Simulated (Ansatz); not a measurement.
Harmonic frequencies (cm⁻¹) at PBE0-D4/def2-TZVP from Ansatz: 79, 103, 305, 326, 368, 519, 554, 608, 720, 750, 807, 1384, 1553, 1761, 1990, 2804, 3614, 3725.

Each molecule was computed in one conformer, which needn't be the lowest.

Question: Which molecule is it?
A. `[NH2][GaH][CH]=O`
B. `N=[CH][GaH][OH]`
C. `[SH][Al]1[O]C[S]1`
D. `N=[C](O)[GaH2]`

Answer: A.
